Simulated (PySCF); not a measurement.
# Reading the logs of faulty runs: CGeH8Si2

These are calculations, not measurements. They come from PySCF 2.14.0, an open-source quantum chemistry program, on an isolated molecule that a program drew, which may never have been made. The molecule is CGeH8Si2 (charge 0, singlet), drawn as the SMILES string `[SiH2]=C[SiH2][GeH3]`.

Each row is a Hartree-Fock (HF) and frozen-core CCSD(T) single point in the cc-pV(D+d)Z basis, meant for a local HF minimum. Run 1 is clean. Each other run has one planted mistake out of seven kinds, and not every kind appears here: one electron removed, one electron added, multiplicity raised by two, geometry at a saddle point, minimal basis STO-3G, one bond length entered in bohr, all coordinates scaled. The reference is restricted for singlets and unrestricted otherwise, and also for a bond in bohr. Adding or removing an electron swaps singlet and doublet. Electrons count all cores. HOMO and LUMO are orbital energies over both spins, the gradient is its largest component, and the lowest frequency (negative if imaginary) is given only where the gradient is small. Bond lengths are over the 11 bonds as drawn. T1 is the CCSD diagnostic: over 0.02 (restricted) or 0.045 (unrestricted) a single reference is doubtful. Germanium has the cc-pVDZ-PP basis, with a core potential (ECP10MDF) in place of its 10 inner electrons, and its 3s, 3p and 3d shells are frozen in CCSD(T).

Geometry of the clean run:
```xyz
12
CGeH8Si2, angstrom
Si    0.0461   -1.3224    1.2645
C    -1.4455   -0.9136    1.9575
Si   -2.7095    0.3136    1.3675
Ge   -2.1048    1.4620   -0.6617
H     0.5569   -0.7138    0.0269
H     0.9599   -2.3218    1.8409
H    -1.7017   -1.4413    2.8759
H    -4.0145   -0.3537    1.1215
H    -2.9559    1.3516    2.4023
H    -0.8090    2.2710   -0.5002
H    -3.2232    2.4389   -1.0514
H    -1.9006    0.4900   -1.8337
```

```
run,electrons,basis functions,<S^2>,HOMO (eV),LUMO (eV),gradient (hartree/bohr),lowest frequency (cm^-1),mean bond (Å),longest bond (Å),T1,HF (hartree),CCSD(T) (hartree),mistake
1,74,123,0.000,-8.92,1.77,1.8e-05,85,1.5976,2.409,0.0143,-913.71903,-914.24443,no fault
2,74,123,0.000,-8.68,1.58,2.5e-02,-,1.6647,2.510,0.0152,-913.70102,-914.23417,all coordinates scaled
3,74,123,1.371,-8.20,1.05,2.9e-02,-,1.7479,3.511,0.0457,-913.60137,-914.09176,one bond length entered in bohr
4,75,123,0.768,0.11,7.73,6.2e-02,-,1.5976,2.409,0.0146,-913.68370,-914.21836,one electron added
5,73,123,0.757,-14.58,-6.51,6.5e-02,-,1.5976,2.409,0.0189,-913.44495,-913.92243,?
6,74,123,2.027,-6.30,0.18,1.1e-01,-,1.5976,2.409,0.0135,-913.64641,-914.13508,?
```

**Which mistake was planted in run 5, and what did it cost?**

It counts 73 electrons, one fewer than the clean run, at the same geometry and basis. So the mistake is: one electron removed. Subtracting run 1 and multiplying by 627.51 kcal/mol a hartree, the energy moved by 172.0 kcal/mol in HF and 202.1 kcal/mol in CCSD(T).

**Which mistake was planted in run 6, and what did it cost?**

Electrons, basis and geometry are unchanged, and <S^2> is 2.027, beside S(S+1) = 2.00 for a multiplicity of 3. So the mistake is: multiplicity raised by two. Subtracting run 1 and multiplying by 627.51 kcal/mol a hartree, the energy moved by 45.6 kcal/mol in HF and 68.6 kcal/mol in CCSD(T).

Cautions from the logs. Run 3: T1 is over the limit, so its CCSD(T) energy is less reliable; run 4: the HOMO is above zero, so the electron isn't bound and the energy depends on the basis.
